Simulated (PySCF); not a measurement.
**Excitation energies in several basis sets**

C3H7ClOSi.
Numbering: `[CH3:1][O:2]/[CH:3]=[CH:4]\[SiH2:5][Cl:6]` (hydrogens: H7, H8, H9 on C1; H10 on C3; H11 on C4; H12, H13 on Si5)

Cartesian coordinates in Å at the PBE0-D3(BJ)/def2-SVP level; atoms count from 1:
```xyz
13
C3H7ClOSi angstrom
C     -2.2383   -0.3761    0.5347
O     -0.8447   -0.2867    0.3824
C     -0.3718    0.6766   -0.4261
C      0.9394    0.7834   -0.6805
Si     2.1518   -0.4149    0.0486
Cl     4.0555    0.1579   -0.5600
H     -2.4325   -1.1695    1.2671
H     -2.6651    0.5688    0.9130
H     -2.7329   -0.6413   -0.4157
H     -1.1265    1.3572   -0.8462
H      1.2678    1.5913   -1.3388
H      1.9304   -1.8095   -0.4311
H      2.1419   -0.4098    1.5392
```

TDDFT with PBE0 (PySCF), vertical singlets, core orbitals frozen in the response, spherical d and f functions. Geometry: PBE0-D3(BJ)/def2-SVP, one conformer, isolated molecule.

Question: Compare 6-31G*, def2-SVP, 6-31+G*, def2-SVPD, aug-cc-pVDZ and def2-TZVP for this molecule.

Answer: 

```tsv
basis	functions	diffuse	S1 (eV)	S2 (eV)	S3 (eV)	S4 (eV)	S5 (eV)	LUMO (eV)	α (au)
6-31G*	106	no	6.12	6.32	7.12	7.46	7.50	0.00	67.4
def2-SVP	127	no	6.24	6.40	6.92	7.20	7.49	-0.18	69.5
6-31+G*	130	yes	5.85	6.07	6.27	6.59	6.66	-0.38	76.7
def2-SVPD	190	yes	6.04	6.06	6.54	6.87	7.00	-0.45	85.2
aug-cc-pVDZ	209	yes	5.73	5.94	6.10	6.30	6.46	-0.45	86.5
def2-TZVP	240	no	6.05	6.15	6.86	7.10	7.17	-0.37	80.0
```

States are compared by their number. Against the largest diffuse basis here (aug-cc-pVDZ, itself not a converged limit), sets without diffuse functions differ by up to 0.52 eV in S1 and 1.04 eV in S5; the smaller diffuse sets differ by up to 0.31 and 0.54 eV. State by state, the largest deviation of a set without diffuse functions is S1 0.52, S2 0.46, S3 1.03, S4 1.17, S5 1.04 eV. The same number needn't mean the same state in each row. Against aug-cc-pVDZ the polarisability deviates by -22% in 6-31G*, -20% in def2-SVP, -11% in 6-31+G*, -2% in def2-SVPD, -7% in def2-TZVP. A single + in a Pople set puts diffuse functions on heavy atoms only.
